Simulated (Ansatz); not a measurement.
The cluster Hg3⁺. The state is a quartet with charge 1. Geometry PBE/def2-TZVP; atoms count from 1.

```xyz
3

Hg    0.007    0.003   -0.001
Hg   -0.735    2.271    2.039
Hg    0.728   -2.274   -2.038
```

In the def2 sets Hg takes a core potential; there is no spin–orbit coupling. At PBE0/def2-TZVP a doublet of charge 1 lies 4.93 eV below the quartet, each at its own geometry. The structure comes from a short search, and lower isomers may exist.

(1) Estimate the Mulliken populations from the PBE0/def2-TZVP orbitals of Ansatz.

(2) Where does the spin sit?

(3) And the Mayer bond orders between bonded heavy atoms (over 0.3)?

## Answers

(1) 
| atom | charge (e) | spin (α − β) | d electrons |
| --- | --- | --- | --- |
| Hg1 | 0.11 | 0.70 | 9.99 |
| Hg2 | 0.44 | 1.15 | 9.99 |
| Hg3 | 0.44 | 1.15 | 9.99 |
Mulliken values and Mayer orders depend strongly on the basis.

(2) Summed by element: Hg 3.00, of 3 unpaired in all. Largest on single atoms: Hg2 1.15, Hg3 1.15, Hg1 0.70.

(3) Hg1–Hg2 0.55 (3.14 Å); Hg1–Hg3 0.55 (3.14 Å).
